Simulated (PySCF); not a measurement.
A mixed set of molecules. Computed with TDDFT B3LYP/def2-SVPD, vertical, gas phase, core orbitals frozen in the response in PySCF. Geometries: PBE0-D3(BJ)/def2-SVP; one conformer of each isolated species. Triplets are in the Tamm–Dancoff approximation. Atoms past krypton carry core potentials; spin–orbit coupling is left out.

**Question.** Rank by computed lowest singlet excitation energy, lowest first.
A. `FN(F)F`
B. `c1(S)ccno1`
C. `[CH3][Sn]([CH3])([CH3])[OH]`
D. `N#CC#C[BH2-][N+]#CC`
E. `FC(F)(F)C1OCCCO1`
F. `C[N]=[Ta]([Br])([Br])[Br]`
G. `[BH3-][O+]1CCC[C@H]1CC`

**Answer.** F (3.80 eV), D (4.47 eV), B (5.13 eV), C (5.96 eV), G (6.68 eV), E (7.26 eV), A (8.51 eV).

| SMILES | S1 (eV) | first f ≥ 0.01 (nm) | gap (eV) | α (au) | f (S1) | S1 mainly |
| --- | --- | --- | --- | --- | --- | --- |
| C[N]=[Ta]([Br])([Br])[Br] | 3.80 | 255 | 5.01 | 132.4 | 0.000 | H→L (37%) |
| CC#[N+][BH2-]C#CC#N | 4.47 | 250 | 5.45 | 95.9 | 0.001 | H→L (81%) |
| Sc1ccno1 | 5.13 | 225 | 5.91 | 65.4 | 0.001 | H→L+1 (96%) |
| [CH3][Sn]([CH3])([CH3])[OH] | 5.96 | 208 | 6.87 | 83.6 | 0.085 | H→L (90%) |
| [BH3-][O+]1CCC[C@H]1CC | 6.68 | 186 | 7.37 | 92.6 | 0.011 | H→L (97%) |
| FC(F)(F)C1OCCCO1 | 7.26 | 171 | 8.12 | 68.0 | 0.012 | H→L (97%) |
| FN(F)F | 8.51 | 146 | 10.26 | 18.0 | 0.011 | H→L+2 (96%) |

H and L stand for HOMO and LUMO.

- `C[N]=[Ta]([Br])([Br])[Br]`: for S1 the Löwdin share of tantalum is 11% in HOMO and 64% in LUMO (ligand-to-metal charge transfer by this measure).
- `CC#[N+][BH2-]C#CC#N`: Löwdin shares by element: HOMO carbon 61% or more, nitrogen 17% or more (atoms not listed hold the other 22%); LUMO carbon 42% or more, nitrogen 29% or more, hydrogen 6% or more (atoms not listed hold the other 23%).
- `Sc1ccno1`: Löwdin shares by element: HOMO sulfur 37%, carbon 32% or more, nitrogen 18%; LUMO carbon 38% or more, nitrogen 22%, oxygen 16% (atoms not listed hold the other 24%).
- `[CH3][Sn]([CH3])([CH3])[OH]`: Löwdin shares by element: HOMO oxygen 41%, carbon 32% or more, tin 11% (atoms not listed hold the other 15%); LUMO tin 36%, carbon 17% or more, oxygen 11% (atoms not listed hold the other 36%).
- `[BH3-][O+]1CCC[C@H]1CC`: Löwdin shares by element: HOMO hydrogen 35% or more, boron 35%, oxygen 17%; LUMO carbon 23% or more, hydrogen 17% or more (atoms not listed hold the other 60%).
- `FC(F)(F)C1OCCCO1`: Löwdin shares by element: HOMO oxygen 49%, carbon 16% or more (atoms not listed hold the other 36%); LUMO carbon 33% or more, hydrogen 9% or more (atoms not listed hold the other 57%).
- `FN(F)F`: Löwdin shares by element: HOMO fluorine 54%, nitrogen 46%; LUMO (one of a set within 0.03 eV) fluorine 53%, nitrogen 47%.
